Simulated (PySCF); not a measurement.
**TDDFT excited states: C6H6F4**

Compound: C₆H₆F₄.
SMILES: `CC#CC[C@H](F)C(F)(F)F`

Computed, not measured: PySCF, TDDFT CAM-B3LYP/def2-SVPD, vertical, gas phase, core orbitals frozen in the response. Geometry: PBE0-D3(BJ)/def2-SVP, one conformer, isolated molecule. Torsions of this conformer, `[CH3:1][C:2]#[C:3][CH2:4][C@H:5]([F:6])[C:7]([F:8])([F:9])[F:10]`: C3–C4–C5–F6 -171°, C4–C5–C7–F8 51°.

Problem. What does the calculation give for the low-lying excited states?

Solution. 

```tsv
state	E (eV)	λ (nm)	ν̃ (cm⁻¹)	f	|μ| (D)	main configurations (H = HOMO, L = LUMO)
S1	6.45	192.3	52000	0.0001	0.07	H→L+4 (23%), H→L+3 (21%), H-1→L+3 (11%)
S2	6.74	183.9	54380	0.0037	0.38	H→L+4 (24%), H-1→L+3 (24%), H→L+3 (11%)
S3	6.80	182.4	54840	0.0015	0.24	H-1→L+4 (37%), H-1→L+3 (24%), H→L+3 (11%)
S4	7.06	175.6	56960	0.0080	0.55	H→L (86%)
S5	7.16	173.1	57760	0.013	0.69	H-1→L (87%)
S6	8.01	154.8	64590	0.0022	0.27	H→L+1 (67%), H→L+2 (9%), H→L+3 (9%)
```

The lowest singlet lies at 6.45 eV (192 nm, vacuum ultraviolet) and is dark (f under 0.0005); its leading configuration is HOMO→LUMO+4 (23%). The most intense listed level is S5 at 7.16 eV (173 nm, f = 0.013), 0.71 eV above S1. Löwdin shares by element: HOMO carbon 89% or more; LUMO carbon 56% or more (atoms not listed hold the other 44%). The oscillator strengths of these states sum to 0.029; summed over the whole spectrum of an exact calculation they would give the number of electrons, 78 (Thomas–Reiche–Kuhn). Weighted by f, the mean energy of these states is 7.12 eV. Orbital energies (eV): HOMO-3 -12.36, HOMO-2 -11.92, HOMO-1 -9.10, HOMO -9.01, LUMO 1.08, LUMO+1 1.52, LUMO+2 1.90. The window holds the lowest 6 singlets.
